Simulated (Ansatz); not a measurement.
Steps of a relaxation of C2H5BClF, SMILES `CB(F)CCl` with RKS PBE-D4/def2-SVP.

```sh
$ ansatz run in.yaml --threads 4 --pin off --events-out ev --progress --plain --max-ram 10444MiB
```

```yaml
crystal:
  periodic: [false, false, false]
  atoms:
    - {symbol: C, position_ang: [-1.026300, -0.909400, 0.287100]}
    - {symbol: B, position_ang: [0.434100, -0.458900, 0.007200]}
    - {symbol: F, position_ang: [1.428600, -1.474600, -0.029700]}
    - {symbol: C, position_ang: [0.918400, 1.082400, -0.166300]}
    - {symbol: Cl, position_ang: [0.087300, 1.738600, -1.641900]}
    - {symbol: H, position_ang: [-1.436900, -0.349200, 1.196300]}
    - {symbol: H, position_ang: [-1.121500, -1.962100, 0.405800]}
    - {symbol: H, position_ang: [-1.665500, -0.536400, -0.590400]}
    - {symbol: H, position_ang: [1.950700, 1.170700, -0.215200]}
    - {symbol: H, position_ang: [0.514300, 1.647700, 0.749900]}
basis:
  gaussian: {orbitals: def2-SVP}
hamiltonian: {xc: pbe, dispersion: d4}
relax: {f_tol: 0.03, max_steps: 200}
```

Positions (Å) and forces (eV/Å) along the path, 13 of 22 steps:

```xyz
10
step=1 energy=-18053.1341 eV
C    -1.026   -0.909    0.287   -0.745    2.458   -0.391
B     0.434   -0.459    0.007    1.860   -1.086    0.043
F     1.429   -1.475   -0.030   -1.488    1.859   -0.041
C     0.918    1.082   -0.166   -3.568   -0.929    1.342
Cl    0.087    1.739   -1.642    0.258   -0.020    0.137
H    -1.437   -0.349    1.196    0.312   -0.543   -0.719
H    -1.121   -1.962    0.406   -0.279   -1.482    0.198
H    -1.665   -0.536   -0.590    0.471   -0.418    0.800
H     1.951    1.171   -0.215    2.679    0.503   -0.410
H     0.514    1.648    0.750    0.499   -0.343   -0.960
10
step=5 energy=-18053.4771 eV
C    -1.042   -0.900    0.273   -0.017    0.007   -0.001
B     0.443   -0.456    0.049    0.047   -0.056   -0.026
F     1.415   -1.383   -0.019   -0.027    0.020    0.004
C     0.900    1.059   -0.121    0.035    0.015    0.054
Cl    0.082    1.687   -1.615   -0.015    0.008   -0.038
H    -1.457   -0.411    1.181    0.000   -0.007    0.013
H    -1.166   -1.996    0.366    0.001    0.008    0.001
H    -1.667   -0.532   -0.568    0.000    0.002    0.001
H     1.992    1.176   -0.266   -0.014   -0.001    0.000
H     0.583    1.705    0.723   -0.009    0.004   -0.007
10
step=7 energy=-18053.4789 eV
C    -1.040   -0.896    0.279   -0.014    0.026    0.017
B     0.448   -0.460    0.045   -0.147    0.139   -0.011
F     1.412   -1.387   -0.037    0.098   -0.072   -0.013
C     0.898    1.061   -0.118   -0.053   -0.037    0.011
Cl    0.117    1.652   -1.655    0.035   -0.031    0.040
H    -1.430   -0.444    1.219    0.024   -0.021   -0.049
H    -1.172   -1.993    0.332   -0.012   -0.012   -0.004
H    -1.680   -0.489   -0.534    0.027   -0.008    0.045
H     1.991    1.189   -0.232    0.038    0.024   -0.009
H     0.540    1.716    0.703    0.004   -0.009   -0.028
10
step=8 energy=-18053.4798 eV
C    -1.039   -0.891    0.289   -0.105    0.042    0.069
B     0.451   -0.463    0.039   -0.267    0.265   -0.014
F     1.408   -1.389   -0.068    0.163   -0.119   -0.024
C     0.894    1.064   -0.114   -0.113    0.013   -0.023
Cl    0.179    1.595   -1.716    0.101   -0.081    0.180
H    -1.387   -0.498    1.278    0.070   -0.079   -0.209
H    -1.183   -1.991    0.278   -0.020    0.073   -0.003
H    -1.702   -0.422   -0.476    0.115   -0.073    0.155
H     1.989    1.209   -0.177    0.000    0.034   -0.009
H     0.474    1.734    0.669    0.057   -0.074   -0.121
10
step=9 energy=-18053.4835 eV
C    -1.039   -0.893    0.291   -0.080    0.033    0.051
B     0.447   -0.459    0.040   -0.154    0.149   -0.030
F     1.407   -1.385   -0.072    0.098   -0.074   -0.015
C     0.892    1.065   -0.113   -0.065    0.035   -0.012
Cl    0.191    1.588   -1.719    0.064   -0.061    0.119
H    -1.384   -0.507    1.281    0.046   -0.054   -0.128
H    -1.186   -1.991    0.271   -0.009    0.050   -0.003
H    -1.705   -0.417   -0.465    0.074   -0.047    0.098
H     1.988    1.210   -0.172   -0.007    0.015    0.003
H     0.471    1.739    0.663    0.033   -0.045   -0.083
10
step=10 energy=-18053.4918 eV
C    -1.039   -0.892    0.307   -0.131    0.042    0.006
B     0.437   -0.450    0.025    0.035   -0.017    0.022
F     1.401   -1.375   -0.120   -0.022    0.015   -0.020
C     0.883    1.071   -0.111   -0.003    0.101    0.011
Cl    0.287    1.520   -1.780    0.043   -0.045    0.088
H    -1.333   -0.579    1.338    0.044   -0.050   -0.106
H    -1.200   -1.985    0.213    0.000    0.074    0.006
H    -1.734   -0.354   -0.378    0.069   -0.067    0.084
H     1.981    1.227   -0.099   -0.069    0.003   -0.008
H     0.400    1.765    0.609    0.036   -0.057   -0.085
10
step=13 energy=-18053.4988 eV
C    -1.040   -0.886    0.322   -0.049    0.020   -0.035
B     0.431   -0.443    0.011    0.053   -0.032    0.086
F     1.390   -1.366   -0.179   -0.051    0.037   -0.017
C     0.876    1.079   -0.099    0.027    0.056   -0.051
Cl    0.385    1.434   -1.826    0.013   -0.011    0.051
H    -1.283   -0.651    1.384    0.030   -0.017   -0.045
H    -1.219   -1.967    0.158   -0.002    0.027    0.003
H    -1.756   -0.297   -0.291    0.020   -0.032    0.040
H     1.967    1.256   -0.028   -0.051   -0.013    0.008
H     0.332    1.792    0.551    0.010   -0.037   -0.040
10
step=15 energy=-18053.5009 eV
C    -1.047   -0.884    0.331    0.030    0.156   -0.132
B     0.422   -0.423    0.029    0.057    0.041    0.036
F     1.386   -1.346   -0.124    0.034   -0.061   -0.009
C     0.877    1.096   -0.123   -0.159   -0.092    0.109
Cl    0.454    1.361   -1.878    0.002    0.013   -0.015
H    -1.237   -0.819    1.422    0.027    0.013    0.123
H    -1.247   -1.927    0.025    0.005   -0.075   -0.031
H    -1.785   -0.212   -0.150   -0.032    0.005   -0.012
H     1.962    1.276   -0.004    0.000    0.004   -0.020
H     0.298    1.828    0.474    0.034   -0.003   -0.048
10
step=16 energy=-18053.5026 eV
C    -1.046   -0.880    0.329   -0.052    0.027   -0.034
B     0.424   -0.427    0.022    0.035    0.051    0.087
F     1.387   -1.350   -0.128    0.013   -0.030   -0.019
C     0.872    1.093   -0.120   -0.066   -0.098    0.025
Cl    0.466    1.353   -1.881   -0.002    0.008   -0.029
H    -1.221   -0.820    1.430    0.043   -0.005   -0.069
H    -1.250   -1.925    0.018    0.007    0.059    0.020
H    -1.787   -0.201   -0.140    0.016   -0.040    0.023
H     1.955    1.280    0.008    0.009    0.007   -0.012
H     0.285    1.826    0.464   -0.003    0.019    0.008
10
step=19 energy=-18053.5040 eV
C    -1.046   -0.875    0.323    0.021   -0.002    0.001
B     0.428   -0.427    0.036   -0.022   -0.006   -0.018
F     1.392   -1.355   -0.096   -0.009    0.013    0.009
C     0.869    1.090   -0.122    0.006    0.018   -0.012
Cl    0.457    1.344   -1.885    0.002   -0.018    0.027
H    -1.209   -0.848    1.425    0.008   -0.004    0.000
H    -1.257   -1.910   -0.011    0.001    0.005    0.000
H    -1.789   -0.183   -0.120   -0.003    0.009   -0.007
H     1.952    1.284   -0.005    0.002   -0.003   -0.003
H     0.285    1.829    0.459   -0.004   -0.011    0.002
10
step=20 energy=-18053.5042 eV
C    -1.048   -0.871    0.320   -0.025    0.020    0.051
B     0.429   -0.422    0.046   -0.006   -0.037   -0.023
F     1.396   -1.351   -0.057   -0.021    0.023    0.008
C     0.870    1.093   -0.129    0.002    0.017    0.032
Cl    0.454    1.318   -1.892   -0.004   -0.003   -0.010
H    -1.196   -0.899    1.427    0.004   -0.006   -0.085
H    -1.266   -1.891   -0.060    0.008    0.056    0.017
H    -1.791   -0.153   -0.083    0.040   -0.054    0.022
H     1.952    1.291   -0.014    0.000   -0.006   -0.003
H     0.283    1.836    0.445    0.002   -0.009   -0.009
10
step=21 energy=-18053.5045 eV
C    -1.047   -0.871    0.319    0.005    0.014    0.013
B     0.429   -0.423    0.044   -0.007   -0.029    0.014
F     1.397   -1.352   -0.056   -0.017    0.018   -0.004
C     0.869    1.092   -0.127    0.016    0.032    0.006
Cl    0.451    1.319   -1.891   -0.002   -0.003   -0.006
H    -1.195   -0.895    1.424   -0.001   -0.005   -0.022
H    -1.266   -1.890   -0.056   -0.001    0.007    0.001
H    -1.790   -0.156   -0.087    0.010   -0.015    0.005
H     1.952    1.290   -0.015   -0.005   -0.006    0.000
H     0.284    1.834    0.447    0.002   -0.013   -0.007
10
step=22 energy=-18053.5046 eV
C    -1.048   -0.869    0.320    0.000   -0.004    0.010
B     0.429   -0.421    0.046   -0.004    0.000    0.002
F     1.396   -1.350   -0.055   -0.005    0.002   -0.001
C     0.870    1.093   -0.128    0.005   -0.004    0.005
Cl    0.454    1.312   -1.893   -0.001    0.000   -0.008
H    -1.194   -0.905    1.425    0.001   -0.002   -0.007
H    -1.266   -1.885   -0.064    0.002    0.000   -0.001
H    -1.792   -0.153   -0.078    0.003    0.003   -0.001
H     1.952    1.290   -0.014    0.002    0.003    0.000
H     0.282    1.837    0.443   -0.001    0.002    0.001
```

It took 21 s on 4 threads of an Arm Neoverse V2 on a shared host, with 0.16 GiB of host memory at the peak.
